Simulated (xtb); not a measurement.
C₄H₉O₂ (SMILES [CH2]C(O)COC), doublet, from a rough starting geometry; GFN2-xTB (xtb).

Here is a job for xtb.
```
$ xtb mol.xyz --gfn 2 --uhf 1 --opt vtight --json

# file mol.xyz
15

C     -1.75064139     1.04234150    -0.44432487
C     -1.38200490    -0.13248893     0.34630479
O     -1.84178710    -1.29305456    -0.22673765
C      0.20032601    -0.11848395     0.60234199
O      0.82060055    -0.07261858    -0.64103364
C      2.22397831    -0.02285230    -0.52642784
H     -2.30564652     0.85461652    -1.35462728
H     -1.45174562     1.97004458    -0.17116896
H     -1.86440661    -0.03986030     1.38324542
H     -1.37740158    -2.04821631     0.20164191
H      0.45067901     0.80185533     1.19396306
H      0.48133173    -1.03902780     1.19236210
H      2.64965966    -0.91777550    -0.01993034
H      2.59072438     0.02293716    -1.51581416
H      2.49652105     0.89634383     0.04036799
```

What the program printed (banner, timings and long lists left out):

```
   ID    Z sym.   atoms
    1    6 C      1, 2, 4, 6
    2    8 O      3, 5
    3    1 H      7-15

           -------------------------------------------------
          |                Calculation Setup                |
           -------------------------------------------------

           -------------------------------------------------
          |                 G F N 2 - x T B                 |
           -------------------------------------------------

          ...................................................
          :                      SETUP                      :
          :.................................................:
          :  # basis functions                  33          :
          :  # atomic orbitals                  33          :
          :  # shells                           21          :
          :  # electrons                        37          :
          :  max. iterations                   250          :
          :  Hamiltonian                  GFN2-xTB          :
          :  restarted?                      false          :
          :  GBSA solvation                  false          :
          :  PC potential                    false          :
          :  electronic temp.          300.0000000     K    :
          :  accuracy                    1.0000000          :
          :  -> integral cutoff          0.2500000E+02      :
          :  -> integral neglect         0.1000000E-07      :
          :  -> SCF convergence          0.1000000E-05 Eh   :
          :  -> wf. convergence          0.1000000E-03 e    :
          :  Broyden damping             0.4000000          :
          :  net charge                          0          :
          :  unpaired electrons                  1          :
          ...................................................

 iter      E             dE          RMSdq      gap      omega  full diag
   1    -21.3285231 -0.213285E+02  0.446E+00    9.05       0.0  T
   2    -21.3667617 -0.382385E-01  0.243E+00    8.46       1.0  T
   3    -21.3674850 -0.723358E-03  0.876E-01    8.78       1.0  T
   4    -21.3681702 -0.685209E-03  0.155E-01    8.54       1.0  T
   5    -21.3682398 -0.695620E-04  0.784E-02    8.59       1.0  T
   6    -21.3682425 -0.267301E-05  0.133E-02    8.59       1.9  T
   7    -21.3682426 -0.182737E-06  0.545E-03    8.59       4.7  T
   8    -21.3682427 -0.261252E-07  0.157E-03    8.59      16.4  T
   9    -21.3682427 -0.320735E-08  0.578E-04    8.59      44.7  T
  10    -21.3682427 -0.136643E-08  0.178E-04    8.59     145.3  T

   *** convergence criteria satisfied after 10 iterations ***

         :::::::::::::::::::::::::::::::::::::::::::::::::::::
         ::                     SUMMARY                     ::
         :::::::::::::::::::::::::::::::::::::::::::::::::::::
         :: total energy             -21.165912828126 Eh    ::
         :: gradient norm              0.097257035437 Eh/a0 ::
         :: HOMO-LUMO gap              8.590510967027 eV    ::
         ::.................................................::
         :: SCC energy               -21.368221304883 Eh    ::
         :: -> isotropic ES            0.040862924652 Eh    ::
         :: -> anisotropic ES          0.004264901638 Eh    ::
         :: -> anisotropic XC          0.003054831206 Eh    ::
         :: -> dispersion             -0.007765867267 Eh    ::
         :: repulsion energy           0.202308476758 Eh    ::
         :: add. restraining           0.000000000000 Eh    ::
         :: total charge               0.000000000000 e     ::
         :::::::::::::::::::::::::::::::::::::::::::::::::::::

      -----------------------------------------------------------
     |                   =====================                   |
     |                        A N C O P T                        |
     |                   =====================                   |
     |               Approximate Normal Coordinate               |
[...]
 * total energy  :   -21.1802428 Eh     change       -0.1943211E-04 Eh
 * total energy  :   -21.1802630 Eh     change       -0.2013579E-04 Eh
 * total energy  :   -21.1802610 Eh     change        0.1962977E-05 Eh
 * total energy  :   -21.1802658 Eh     change       -0.4834856E-05 Eh
 * total energy  :   -21.1802675 Eh     change       -0.1704526E-05 Eh
 * total energy  :   -21.1802686 Eh     change       -0.1025702E-05 Eh
 * total energy  :   -21.1802699 Eh     change       -0.1343204E-05 Eh
 * total energy  :   -21.1802707 Eh     change       -0.7383119E-06 Eh
 * total energy  :   -21.1802712 Eh     change       -0.5621521E-06 Eh
 * total energy  :   -21.1802715 Eh     change       -0.2652118E-06 Eh
 * total energy  :   -21.1802717 Eh     change       -0.1870588E-06 Eh
 * total energy  :   -21.1802717 Eh     change       -0.6837045E-07 Eh
   *** GEOMETRY OPTIMIZATION CONVERGED AFTER 46 ITERATIONS ***
         :: total energy             -21.180271739750 Eh    ::
[...]
        27                          0.1767238               4.8089
        28                          0.1879685               5.1149
        29                          0.1947220               5.2987
        30                          0.2156933               5.8693
       ...                                ...                  ...
        33                          0.3501004               9.5267
      -------------------------------------------------------------
                  HL-Gap            0.3347908 Eh            9.1101 eV
             Fermi-level           -0.2574568 Eh           -7.0058 eV

     #   Z          covCN         q      C6AA      α(0)
     1   6 C        2.836    -0.125    31.160     9.148
     2   6 C        3.724     0.122    18.684     6.172
     3   8 O        1.656    -0.437    21.576     6.270
     4   6 C        3.706     0.076    19.457     6.305
     5   8 O        1.701    -0.314    19.233     5.921
     6   6 C        3.656     0.042    20.163     6.446
     7   1 H        0.926     0.057     2.232     2.336
     8   1 H        0.926     0.043     2.414     2.430
     9   1 H        0.923     0.057     2.235     2.338
    10   1 H        0.805     0.306     0.705     1.318
    11   1 H        0.923     0.022     2.696     2.568
    12   1 H        0.923     0.031     2.570     2.507
    13   1 H        0.924     0.030     2.585     2.514
    14   1 H        0.925     0.060     2.204     2.321
    15   1 H        0.924     0.029     2.594     2.519

 Mol. C6AA /au·bohr⁶  :       1685.020689
 Mol. C8AA /au·bohr⁸  :      35175.826499
 Mol. α(0) /au        :         61.114409

Wiberg/Mayer (AO) data.
largest (>0.10) Wiberg bond orders for each atom

 ---------------------------------------------------------------------------
     #   Z sym  total        # sym  WBO       # sym  WBO       # sym  WBO
 ---------------------------------------------------------------------------
     1   6 C    3.183 --     2 C    1.081     8 H    0.984     7 H    0.982
     2   6 C    3.963 --     1 C    1.081     3 O    1.003     9 H    0.932
                             4 C    0.924
     3   8 O    1.969 --     2 C    1.003    10 H    0.888
     4   6 C    3.952 --     5 O    0.988    11 H    0.968    12 H    0.965
                             2 C    0.924
     5   8 O    2.074 --     6 C    0.995     4 C    0.988
     6   6 C    3.952 --     5 O    0.995    14 H    0.980    15 H    0.977
                            13 H    0.977
     7   1 H    0.997 --     1 C    0.982
     8   1 H    0.998 --     1 C    0.984
     9   1 H    0.996 --     2 C    0.932
    10   1 H    0.907 --     3 O    0.888
    11   1 H    0.999 --     4 C    0.968
    12   1 H    0.999 --     4 C    0.965
    13   1 H    0.999 --     6 C    0.977
    14   1 H    0.996 --     6 C    0.980
    15   1 H    0.999 --     6 C    0.977
 ---------------------------------------------------------------------------

Topologies differ in total number of bonds
Writing topology from bond orders to xtbtopo.mol

molecular dipole:
                 x           y           z       tot (Debye)
 q only:        0.598       0.313       0.076
   full:        0.902       0.452       0.123       2.583
molecular quadrupole (traceless):
                xx          xy          yy          xz          yz          zz
 q only:        0.284      -2.654      -1.754       0.354       1.840       1.471
  q+dip:       -2.022      -3.888      -1.004       1.632       2.052       3.025
   full:       -1.075      -3.692      -1.597       1.114       2.355       2.672

optimized geometry written to: xtbopt.xyz

           -------------------------------------------------
          | TOTAL ENERGY              -21.180271739750 Eh   |
          | GRADIENT NORM               0.000052445239 Eh/α |
          | HOMO-LUMO GAP               9.110120555713 eV   |
           -------------------------------------------------

normal termination of xtb
```
